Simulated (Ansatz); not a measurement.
**Four-centre ligand exchange**

Start structure (BH₂SeF₃, singlet), relaxed at PBE0-D4/def2-TZVP:

```csv
atom,x (Å),y (Å),z (Å)
B1,-0.8650,-0.9876,0.2092
F2,-1.6890,-0.0728,-0.2590
F3,-0.3544,-1.8845,-0.6080
F4,-0.7129,-1.1231,1.5098
H5,1.1973,1.2677,-1.3837
Se6,1.5622,0.8284,-0.0319
H7,0.8617,1.9720,0.5635
```

The step: BF₃ ([F][B]([F])[F]) + H₂Se → BHSeF₂ ([F][B]([F])[SeH]) + HF; bonds formed: B1–Se6, F2–H5; bonds broken: B1–F2, H5–Se6. Program: Ansatz 0.2.0. Basis: def2-TZVPP and def2-QZVPP. Cores are frozen in the correlated methods. Filled d shells of the heavier atoms are correlated. The def2 sets are not built for correlating such inner shells, so the correlated values are less sure here. Extrapolation: Hartree–Fock as exp(−7.88 √X), correlation as X^−2.97. Energies below are by CCSD(T) at an estimated basis limit (MP2 extrapolated from triple and quadruple zeta, plus CCSD(T) − MP2 in triple zeta).

**Question.** What are the electronic barrier and the energy of the step, from the start structure to the end structure? (Judge from chemistry; the value comes from the calculation.)

**Answer.** The calculation gives: Barrier 151.4 kJ/mol; step energy 84.8 kJ/mol (uphill); reverse barrier, their difference, 66.6 kJ/mol. Barrier and step energy count from the start structure, the reverse barrier from the end structure.

The saddle point: One imaginary mode of 843i cm⁻¹.
```
  pair  start (Å)  saddle (Å)  end (Å)
B1–Se6       3.04        2.15     1.96
 F2–H5       3.38        1.13     0.93
 B1–F2       1.32        1.59     3.52
H5–Se6       1.47        1.80     2.42
```

Zero-point energy (harmonic, PBE0-D4): ZPE is 72.4 kJ/mol at the start and 69.3 kJ/mol at the saddle, so the barrier goes from 151.4 to 148.3 kJ/mol.

The T1 diagnostic stays at or below 0.012.

Labels in which every atom is bracketed show which atoms are joined, not bond orders.

For scale, one of the runs: CCSD(T)/def2-TZVPP, 200 basis functions, launched by `ansatz run in.yaml --threads 4 --pin off --events-out ev --progress --plain --max-ram 9574MiB`. Time: 2.1 min of wall clock on 4 CPU threads of an Arm Neoverse V1; the host was shared. Peak host memory: 2.8 GiB.
